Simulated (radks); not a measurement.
Values are calculated unless marked as measured or tabulated.
Problem. Code: a radial shooting solver on a logarithmic mesh with Libxc functionals. Model: scalar-relativistic Kohn-Sham, PBEsol, spin-polarised, spherical densities, finite nucleus; open shells are filled with parallel spins first; Fermi nuclear charge, rms radius of each element as measured or else 0.836 A^(1/3) + 0.57 fm. Each species is in its NIST ground configuration. Rank Ne4+, F4+, O4+, C4+, N4+ by radius at which the density is 0.001 e/bohr^3 (bohr), largest first.

Solution. N4+ 2.14, O4+ 2.13, F4+ 2.07, Ne4+ 2.00, C4+ 1.06.
